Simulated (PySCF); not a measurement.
CH₅F₂NOSi, SMILES NC[Si](O)(F)F.

Coordinates come from a PBE0-D3(BJ)/def2-SVP optimisation. The structure was generated by enumeration, and PubChem lists no compound with its InChIKey, so it may never have been made. One conformer was computed; it need not be the lowest.

Computed with SMD-M06-2X/def2-SVP in PySCF.

Solvation free energies are E(SMD) − E(gas) at the gas-phase geometry, for 1 M in both phases. In vacuum the dipole moment is 1.43 D.

| solvent | ΔG(solv) (kcal/mol) | its non-electrostatic (CDS) part | dipole (D) |
|---|---|---|---|
| water | -7.6 | 3.5 | 1.68 |
| chloroform | -6.2 | 0.6 | 1.61 |
| toluene | -3.6 | 0.3 | 1.52 |
